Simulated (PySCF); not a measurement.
TDDFT excited states: C3H7NSSi2

C₃H₇NSSi₂.
SMILES: `N#C[C@@]1([SiH3])C[Si@H]1S`

Computed with TDDFT CAM-B3LYP/def2-SVPD, vertical, gas phase, core orbitals frozen in the response (PySCF). One conformer (not necessarily the lowest) at the GFN2-xTB geometry, without solvent, vibrations or thermal averaging. Torsions of this conformer, `[N:1]#[C:2][C@@:3]1([SiH3:4])[CH2:5][Si@H:6]1[SH:7]`: H–S7–Si6–C5 57°.

```tsv
state	E (eV)	λ (nm)	f	|μ| (D)	main configurations (H = HOMO, L = LUMO)
S1	5.56	223.1	0.084	1.99	H→L (68%), H→L+1 (16%)
S2	5.76	215.4	0.024	1.05	H→L+1 (68%), H→L (19%)
S3	6.30	196.8	0.0095	0.63	H→L+2 (42%), H→L+3 (19%), H→L+4 (8%)
S4	6.40	193.8	0.022	0.95	H→L+3 (23%), H-1→L (20%), H→L+5 (14%)
S5	6.60	187.9	0.036	1.21	H→L+4 (69%)
S6	6.80	182.4	0.012	0.69	H-1→L (33%), H→L+6 (19%), H-2→L (12%)
S7	6.87	180.6	0.096	1.92	H→L+2 (29%), H-1→L (24%), H→L+6 (14%)
S8	7.01	176.9	0.025	0.96	H-1→L+1 (38%), H-2→L (16%), H→L+6 (13%)
```

Triplets, Tamm–Dancoff:

```json
{"state": "T1", "E (eV)": "4.77", "λ (nm)": "260.2", "main configurations (H = HOMO, L = LUMO)": "H→L (88%)"}
{"state": "T2", "E (eV)": "5.27", "λ (nm)": "235.3", "main configurations (H = HOMO, L = LUMO)": "H→L+1 (79%)"}
{"state": "T3", "E (eV)": "5.70", "λ (nm)": "217.5", "main configurations (H = HOMO, L = LUMO)": "H-1→L (33%), H→L+3 (25%), H→L+5 (13%)"}
```

The lowest singlet comes at 223 nm (536 kJ/mol) in the ultraviolet; it is of moderate strength; its leading configuration is HOMO→LUMO (68%). The most intense listed level is S7 at 6.87 eV (181 nm, f = 0.096), 1.31 eV above S1. Löwdin shares by element: HOMO carbon 32% or more, sulfur 26%, silicon 16% or more (atoms not listed hold the other 25%); LUMO silicon 35% or more, sulfur 19%, hydrogen 12% or more, carbon 9% or more (atoms not listed hold the other 25%). The listed states span 1.45 eV, and the widest gap between neighbours is 0.55 eV (S2 to S3). Weighted by f, the mean energy of these states is 6.35 eV. Orbital energies (eV): HOMO-3 -11.13, HOMO-2 -10.14, HOMO-1 -9.65, HOMO -8.45, LUMO 0.19, LUMO+1 0.58, LUMO+2 0.89. Singlets were solved by full linear response, triplets in the Tamm–Dancoff approximation.
